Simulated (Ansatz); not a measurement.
Reaction (hydrogenolysis of a B–B bond): `C=CBB(C)S` + H₂ → `BC=C` + `CBS`

Isolated molecules relaxed with PBE0-D4/def2-TZVP in Ansatz; ΔE leaves out vibrations. CCSD(T)/CBS adds triple-zeta CCSD(T) − MP2 to the extrapolated MP2 energy (def2 sets, frozen cores). This one scheme is used for every species. Functionals use def2-TZVPP. Each species was taken in one conformer, which may not be the lowest.

```
             level  ΔE (kcal/mol)
       LDA (SPW92)           -4.4
      CAM-B3LYP-D4           -8.7
     HF/def2-TZVPP          -15.4
SCS-MP2/def2-QZVPP           -8.8
```

(1) What does CCSD(T)/CBS give? (An estimate is asked.)

Largest T1 diagnostic among the species: 0.013.

## Answers

(1) Ansatz gave: -7.3 kcal/mol. The listed levels differ from it by 2.9, -1.4, -8.1, -1.5 kcal/mol.

In def2-TZVPP, CCSD(T) changes the Hartree–Fock value by +7.6 kcal/mol (the triples alone add +1.4 kcal/mol) and MP2 by +8.1 kcal/mol. Leaving LDA and LC-ωPBE aside and taking each functional with its dispersion term where it has one, the values, not all of them listed here, spread over 5.9 kcal/mol, from B2PLYP to revPBE-D4. LDA lies +1.9 kcal/mol from PBE without D4.

CCSD(T)/CBS has its own doubt, a few kJ/mol and more with outer-core shells, so smaller differences from it don't rank the levels.
